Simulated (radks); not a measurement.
Mo, configuration [Kr] 4d5 5s1.

All-electron calculation, non-relativistic Kohn-Sham, PBE, spin-polarised, spherical densities, point nucleus; open shells are filled with parallel spins first (spin-orbit coupling, left out, can overturn this in heavy ions); relativity is left out, which matters for an element this heavy. Program: a radial shooting solver on a logarithmic mesh with Libxc functionals.

Energy parts (eV):
| part | energy |
|---|---|
| total | -108223.301 |
| kinetic | 108172.615 |
| electron-nucleus | -257733.095 |
| Hartree | 44641.042 |
| exchange-correlation | -3303.863 |

Orbitals (lengths in bohr, moments of r in powers of bohr; <r^-3> diverges for s and p1/2; r(90%) holds 90 % of the orbital's charge):
orbital  occ.  eigenvalue (eV)  <r^-3>     <r^2>   <1/r>  r(90%)
1s up       1        -19324.37       -  0.001764   41.49  0.0646
1s down     1        -19324.37       -  0.001764   41.49  0.0646
2s up       1        -2682.678       -   0.02961   9.350   0.244
2s down     1        -2682.167       -   0.02961   9.351   0.244
2p up       3        -2470.787    2304   0.02255   9.343   0.221
2p down     3        -2470.416    2304   0.02255   9.344   0.221
3s up       1        -454.2513       -    0.2224   3.241   0.650
3s down     1        -453.9969       -    0.2223   3.241   0.650
3p up       3        -372.8571   378.6    0.2208   3.149   0.658
3p down     3        -372.5608   378.4    0.2207   3.148   0.657
3d up       5        -223.8019   56.01    0.2065   2.969   0.662
3d down     5        -223.3389   55.99    0.2063   2.969   0.661
4s up       1         -61.3067       -     1.474   1.187    1.66
4s down     1         -58.4923       -     1.452   1.199    1.65
4p up       3         -38.3740   52.95     1.808   1.068    1.87
4p down     3         -35.3171   54.51     1.779   1.080    1.85
4d up       5          -4.8200   3.619     4.675  0.7062    3.18
5s up       1          -4.2859       -     14.93  0.3552    5.42

The highest occupied level is 5s up at -4.286 eV. Summed over all electrons, <r^2> = 56.03 bohr^2, which gives a Langevin (diamagnetic) susceptibility term of -44.4 x 10^-6 cm^3/mol. Spin moment in Bohr magnetons: 6. The spin density at the nucleus is 3.896 e/bohr^3 (1s 0.016, 2s -0.457, 3s 0.209, 4s -1.669, 5s 5.797).
